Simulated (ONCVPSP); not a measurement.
manganese (Mn): variants of one ONCV potential

Base potential:

Mn (Z = 25), optimised norm-conserving Vanderbilt (ONCV), made with ONCVPSP 4.0.1 (PBE, scalar-relativistic). Core [Ne], reference 3s2 3p6 3d5 4s1.5 (charge +0.5). Waves: 3s+4s: rc 1.65 bohr, ncon 3, nbas 7, qcut 7 1/bohr, 2 projectors; 3p: rc 1.05 bohr, ncon 5, nbas 8, qcut 14.2 1/bohr, 1 projector; 3d: rc 1.05 bohr, ncon 5, nbas 9, qcut 12.6 1/bohr, local. Local part: the d channel. Core correction: polynomial model core, fcfact 0.4.

Cutoffs, loose and tight: the cutoffs (Ha) at which the residual kinetic energy of the hardest occupied pseudo-wave falls to 1 and 0.1 mHa per electron. They do not see the model core or the augmentation charge, which bear on the density cutoff. Test errors are all-electron minus pseudo excitation energies from the reference, over the configurations 3s2 3p6 3d5 4s2; 3s2 3p6 3d5 4s1; 3s2 3p6 3d5 4s0; 3s2 3p6 3d5 4s0 4p1. A dash means not determined; rows that change the core or the reference have their own tests.

```csv
change,outcome,"cutoff, loose","cutoff, tight",bound ghosts,GHOST(+) flags above zero,largest test error (meV)
base,generated,75 Ha,172 Ha,none,s,-13
s: qcut 4.2,generated,75 Ha,172 Ha,none,s,-12
s: qcut 8.4; p: qcut 17; d: qcut 15.1,generated,88 Ha,101 Ha,none,s,-4.3
"core correction Teter function, fcfact 2.5, rcfact 1.05",generated,75 Ha,172 Ha,none,s,-13
```
